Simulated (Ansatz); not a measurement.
C2H6BFN2, SMILES `NC1NCB1F`. Total charge 0; spin multiplicity 1.

```xyz
12

N     0.1550   -1.8664    0.5770
C     0.3742   -0.6164   -0.0787
N    -0.7961    0.1368   -0.6313
C    -0.3460    1.4912   -0.2240
B     0.6803    0.7317    0.6949
F     1.4204    1.0584    1.7261
H    -0.5723   -1.7868    1.2760
H    -0.1257   -2.5882   -0.0746
H     1.1504   -0.7716   -0.8469
H    -0.9483    0.0220   -1.6265
H     0.1389    2.0810   -1.0149
H    -1.1307    2.1082    0.2228
```

**Question.** List the harmonic frequencies (cm⁻¹, unscaled) at PBE0-D4/def2-TZVP in Ansatz. (Best estimate.)

**Answer.** Computed: 114, 181, 304, 335, 442, 491, 551, 684, 745, 817, 891, 958, 999, 1048, 1062, 1125, 1190, 1238, 1266, 1361, 1406, 1449, 1508, 1674, 2971, 3010, 3080, 3527, 3533, 3611.

**Question.** Is this a minimum?

**Answer.** Yes, all 30 modes are real.

**Question.** Give the ideal-gas thermochemistry at 298.15 K and 1 bar (rigid rotor, harmonic oscillator; point group C1, symmetry number 1).

**Answer.** Zero-point energy 248.7 kJ/mol; H(298) − E = 267.4 kJ/mol; entropy 325.0 J/(mol·K), of which translation 164.7, rotation 111.3, vibration 49.0; G(298) − E = 170.5 kJ/mol.

**Question.** Rotational constants (cm⁻¹)?

**Answer.** 0.1589, 0.1157, 0.07163.
